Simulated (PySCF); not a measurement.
C2H8BN. Atoms are numbered in the order given.

```xyz
12

B     -0.6244     0.3796     0.4571
H     -1.7868    -0.0036     0.4560
C      0.3266     0.0682    -0.7699
C      0.3371    -1.4121    -1.1872
H      1.3654     0.4244    -0.5844
H     -0.0481     0.6783    -1.6258
H     -0.6885    -1.7759    -1.4047
H      0.7437    -2.0596    -0.3823
H      0.9527    -1.5909    -2.0933
N     -0.1939     1.1011     1.5777
H     -0.7986     1.3240     2.3684
H      0.7573     1.4606     1.6794
```

The structure is a stationary point at PBE-D3(BJ)/def2-SVP. Other conformers were not sampled.

Computed with PBE-D3(BJ)/def2-SVP (PySCF).

No scaling factor is applied to the harmonic values.

Computed vibrational spectrum:
```tsv
mode	ν (cm⁻¹)	IR (km/mol)	moving atoms (share of kinetic energy)
1	68	6.4	H 37 %, C 28 %, N 19 %, B 17 %
2	209	0.5	H 90 %
3	252	2.0	H 49 %, C 33 %, B 15 %
4	371	0.5	H 46 %, N 21 %, C 19 %, B 15 %
5	555	118.7	H 83 %, N 14 %
6	585	33.6	H 70 %, B 14 %, N 10 %
7	721	6.0	H 79 %, C 14 %
8	781	1.4	H 54 %, C 23 %, N 12 %, B 11 %
9	867	5.4	H 90 %
10	892	9.1	H 82 %, B 12 %
11	966	3.6	H 70 %, C 18 %, B 11 %
12	1022	3.3	C 54 %, H 42 %
13	1041	0.7	H 60 %, C 32 %
14	1113	24.1	H 58 %, B 24 %, N 15 %
15	1208	6.2	H 79 %, C 18 %
16	1225	6.7	H 52 %, C 34 %, B 9 %
17	1343	1.3	H 81 %, C 19 %
18	1370	20.8	H 69 %, B 19 %, C 9 %
19	1389	49.7	H 62 %, B 27 %
20	1425	9.0	H 96 %
21	1431	10.0	H 93 %
22	1551	116.1	H 67 %, N 22 %, B 10 %
23	2502	138.3	H 91 %, B 9 %
24	2937	25.0	H 95 %
25	2961	37.2	H 97 %
26	2984	25.2	H 91 %, C 9 %
27	3042	28.9	H 91 %, C 9 %
28	3049	29.8	H 91 %, C 9 %
29	3498	15.1	H 96 %
30	3602	19.0	H 91 %, N 9 %
```
